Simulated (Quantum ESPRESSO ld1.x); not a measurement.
Q: The fluorine ion F3+, 6 electrons, occupied as [He] 2s2 2p2. Calculated with ld1.x of Quantum ESPRESSO 7.5: scalar-relativistic Kohn-Sham, LDA (Slater exchange, VWN5 correlation), spin-polarised, spherical densities, point nucleus; open shells are filled with parallel spins first. Some entries of the table are withheld. Estimate them.

orbital,occ.,eigenvalue (eV),<1/r> (bohr^-1)
1s up,1,-737.460,8.587
1s down,1,-734.855,8.608
2s up,1,-92.8506,1.673
2s down,1,-87.4775,1.633
2p up,2,-75.1241,1.586
2p down,0,-69.2743,1.545
3s up,0,-26.3356,0.5776
3s down,0,-25.4090,0.5601
3p up,0,(1),(2)
3p down,0,(3),(4)

A: 
(1) 3p up eigenvalue (eV): -22.0998
(2) 3p up <1/r> (bohr^-1): 0.5341
(3) 3p down eigenvalue (eV): -21.2048
(4) 3p down <1/r> (bohr^-1): 0.5169
